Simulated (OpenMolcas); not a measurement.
# F⁺: terms and fine structure

```yaml
Program: OpenMolcas 26.06
Method: CASSCF
Basis: ANO-RCC-VQZP [5s4p3d2f1g]
Scalar_Hamiltonian: DKH2, point nucleus
Active_space: 6 electrons in 8 orbitals (2s 2p 3s 3p)
State_averaging: 2S+1 = 3 even, 3 roots; 2S+1 = 1 even, 6 roots kept (CI in the orbitals of an earlier block); 2S+1 = 3 odd, 3 roots; 2S+1 = 1 odd, 3 roots kept (CI in the orbitals of an earlier block, 0 in the spin-orbit step)
Spin-orbit_coupling: RASSI with atomic mean-field integrals over the reference wave functions, term energies averaged over their components
```

With spin-orbit coupling, above the lowest level:

| Configuration | Term | J | E (eV) | Measured (eV) | g | Term weight % |
| --- | --- | --- | --- | --- | --- | --- |
| 2s2 2p4 | 3P | 2 | 0.0000 | 0.0000 | 1.501 | 100 |
| 2s2 2p4 | 3P | 1 | 0.0381 | 0.0423 | 1.501 | 100 |
| 2s2 2p4 | 3P | 0 | 0.0564 | 0.0607 |  | 100 |
| 2s2 2p4 | 1D | 2 | 2.8407 | 2.5880 | 1.000 | 100 |
| 2s2 2p4 | 1S | 0 | 5.1271 | 5.5691 |  | 100 |
| 2s 2p5 | 3P* | 2 | 21.5309 | 20.4323 | 1.501 | 100 |
| 2s 2p5 | 3P* | 1 | 21.5681 | 20.4706 | 1.501 | 100 |
| 2s 2p5 | 3P* | 0 | 21.5866 | 20.4920 |  | 100 |

Against the 7 measured excited levels shown (NIST Handbook of Basic Atomic Spectroscopic Data) the mean absolute deviation is 4600 cm-1; the largest miss in energy is 2s 2p5 3P* 2: computed 21.5309, measured 20.4323 eV (+5.4 %), and the largest in proportion 2s2 2p4 3P1 (-9.9 %).

Spin-orbit coupling puts the lowest level 0.0192 eV below the lowest spin-free term.

For 3P the intervals divided by the larger J are -147.8, -153.7 cm-1. Landé's interval rule makes them equal in pure LS coupling; they differ by 4 % of their mean. The multiplet is inverted.

Without dynamic correlation excited terms often stand tens of per cent too high (terms of higher spin than the ground term too low), and those without a measured partner can miss by more than the paired ones. Terms from blocks run as CI alone lack orbitals of their own. Active for correlation alone: 3p 3s; no level in the range computed is led by a configuration that fills them, so any true level of that kind is missing. Computed and measured levels are paired by configuration, term and J; levels that our copy of the source lacks, or whose pairing is in doubt (as where it misses far off the trend of its configuration), stay unpaired and out of the deviations. Levels of configurations outside the active space are missing. The first state left out of the spin-orbit step lies near 240000 cm-1 above the lowest spin-free state of the reference (among the parities and spins computed), and the list stops at four fifths of that energy or lower.

The term weight is that of the spin-free term in the level, not the purity of its configuration. * marks odd parity.
